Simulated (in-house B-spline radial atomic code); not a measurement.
**As³⁺: 2s2 2p6 3s2 3p6 3d10 4s2 4p2 (with a hole in an inner shell)**

All numbers are computed (Dirac-Hartree-Fock, average of configuration; Fermi nucleus of rms radius 4.0968 fm) with a radial B-spline atomic code at the basis-set limit, not measured.

Z_r = [3n² - l(l+1)]/(2<r>); Z_e = n√(-2ε); the last column is Slater's effective charge. Values are occupation-weighted means over j.

```json
{"shell": "2s", "electrons": "2", "ε (eV)": "-1788.6", "<r> (bohr)": "0.1938", "Z_r": "30.96", "Z_e": "22.93", "Slater": "30.55"}
{"shell": "2p", "electrons": "6", "ε (eV)": "-1632", "<r> (bohr)": "0.1668", "Z_r": "29.98", "Z_e": "21.90", "Slater": "30.55"}
{"shell": "3s", "electrons": "2", "ε (eV)": "-304.3", "<r> (bohr)": "0.5601", "Z_r": "24.10", "Z_e": "14.19", "Slater": "23.75"}
{"shell": "3p", "electrons": "6", "ε (eV)": "-242.39", "<r> (bohr)": "0.5646", "Z_r": "22.14", "Z_e": "12.66", "Slater": "23.75"}
{"shell": "3d", "electrons": "10", "ε (eV)": "-125.99", "<r> (bohr)": "0.58", "Z_r": "18.10", "Z_e": "9.13", "Slater": "13.85"}
{"shell": "4s", "electrons": "2", "ε (eV)": "-58.704", "<r> (bohr)": "1.601", "Z_r": "14.99", "Z_e": "8.31", "Slater": "8.65"}
{"shell": "4p", "electrons": "2", "ε (eV)": "-45.672", "<r> (bohr)": "1.786", "Z_r": "12.88", "Z_e": "7.33", "Slater": "8.65"}
```

The least bound orbital is 4p3/2 at -45.45 eV, and it is also the most diffuse (<r> = 1.793 bohr).

Spin-orbit splittings of the orbital energies (j = l + 1/2 above j = l - 1/2 when positive): 2p 45.33 eV, 3p 6.836 eV, 3d 1.181 eV, 4p 0.6692 eV.
